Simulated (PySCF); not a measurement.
Compound: i-BuOEt, C6H14O.
SMILES: `CCOCC(C)C`

A linear-response calculation (PySCF, def2-SVPD basis, gas phase, vertical, core orbitals frozen in the response) gave these numbers; the functional is withheld.

Orbital energies (eV): HOMO-3 -9.22, HOMO-2 -9.13, HOMO-1 -8.63, HOMO -7.34, LUMO 0.74, LUMO+1 1.12, LUMO+2 1.42.

```tsv
state	E (eV)	f	main configurations (H = HOMO, L = LUMO)
S1	6.97	0.018	H→L (94%)
S2	7.50	0.012	H→L+1 (92%)
S3	7.58	0.0080	H→L+2 (96%)
S4	7.83	0.026	H→L+3 (92%)
S5	8.27	0.0086	H→L+4 (86%)
S6	8.32	0.017	H-1→L (92%)
```

Triplets, Tamm–Dancoff:

```tsv
state	E (eV)	λ (nm)	main configurations (H = HOMO, L = LUMO)
T1	6.83	181.6	H→L (90%)
T2	7.38	167.9	H→L+1 (68%), H→L+2 (17%)
T3	7.45	166.4	H→L+2 (74%), H→L+1 (20%)
T4	7.73	160.5	H→L+3 (84%)
```

Vertical ionisation energy by ΔSCF with the same functional: 9.39 eV. Mean static polarisability: 81.3 au.

Question: Name the functional.
A. HF
B. wB97X-D
C. PBE
D. PBE0

Answer: D. PBE0 is a global hybrid with 25% exact exchange. In this run −ε(HOMO) = 7.34 eV differs from the ΔSCF value by -2.05 eV, and S1 differs from the orbital gap of 8.08 eV by -1.12 eV. The ratio −ε(HOMO)/IP is 0.78. Small neutral molecules mostly give 0.7 to 0.83 with PBE0, 0.5 to 0.7 with PBE, 0.89 to 0.99 with wB97X-D; Hartree–Fock can't fall below 1, since the ion's relaxation only lowers the ΔSCF value. The other options: PBE, a GGA without exact exchange; HF, time-dependent Hartree–Fock, 100% exact exchange; wB97X-D, range-separated, 22% exact exchange at short range and 100% at long range (ω = 0.2 bohr⁻¹).

Computed with TDDFT PBE0/def2-SVPD, vertical, gas phase, core orbitals frozen in the response in PySCF. One conformer (not necessarily the lowest) at the PBE0-D3(BJ)/def2-SVP geometry, without solvent, vibrations or thermal averaging.

Conformer computed: `[CH3:1][CH2:2][O:3][CH2:4][CH:5]([CH3:6])[CH3:7]`: C1–C2–O3–C4 -74°, C2–O3–C4–C5 -174°, O3–C4–C5–C6 -59°.
